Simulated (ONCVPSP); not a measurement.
## Scattering properties, ONCV potential for niobium

```
Element                 : Nb (Z = 41)
Generator               : ONCVPSP 4.0.1
Type                    : optimised norm-conserving Vanderbilt (ONCV)
Functional              : Wu-Cohen
Relativity              : non-relativistic
Frozen core             : [Ar] 3d10
Valence charge          : 13
Reference configuration : 4s2 4p6 4d4 5s1
Partial waves           : 4s+5s: rc 2.10 bohr, ncon 4, nbas 7, qcut 4.5 1/bohr, 2 projectors; 4p: rc 1.70 bohr, ncon 5, nbas 8, qcut 9.3 1/bohr, 2 projectors, debl 1.5 Ha; 4d: rc 2.30 bohr, ncon 4, nbas 8, qcut 7.6 1/bohr, 2 projectors, debl 2 Ha
Local potential         : polynomial inside 1.55 bohr (lpopt 5, dvloc0 0 Ha)
Core correction         : Teter function, fcfact 5.25, rcfact 1.4
```

The phase is arctan(r·R′/R) of the radial function R(r), unwrapped; energies in Ha, scanned from -4 to 5 Ha. A pole is an energy at which the radial function vanishes at the test radius. The pseudo phase is shifted by a multiple of π to meet the all-electron one at the reference energy, and phase errors are pseudo minus all-electron; the curves can meet again beyond the range given. Levels narrower than the energy grid can be missing from the lists of poles.

Q: For each channel, where are the poles, and over which energies does the pseudopotential scatter like the atom?

A:

```csv
channel,radius (bohr),reference energy (Ha),"poles, all-electron","poles, pseudo",unbroken range about the reference energy with phases within 0.05 rad,phase error 1 Ha above the reference energy (rad)
s,2.13,-0.14,"-1.87, 3.49","-1.87, 3.16",below 3.6,-0.004
p,1.73,-1.25,-0.33,-0.33,the whole range,-0.000
d,2.33,-0.12,"0.37, 4.32","0.37, 4.35",the whole range,+0.000
```

Phases in the p channel:

```
E (Ha)  all-electron  pseudo
 -3.98         1.222   1.222
 -3.50         1.159   1.159
 -3.02         1.052   1.052
 -2.54         0.825   0.825
 -2.06         0.181   0.181
 -1.58        -0.875  -0.875
 -1.10        -1.322  -1.322
 -0.62        -1.503  -1.503
 -0.14        -1.608  -1.608
  0.34        -1.688  -1.688
  0.82        -1.766  -1.766
  1.30        -1.859  -1.859
  1.78        -1.997  -1.997
  2.26        -2.249  -2.251
  2.74        -2.807  -2.814
  3.22        -3.642  -3.652
  3.70        -4.122  -4.130
  4.18        -4.338  -4.343
  4.66        -4.453  -4.458
```
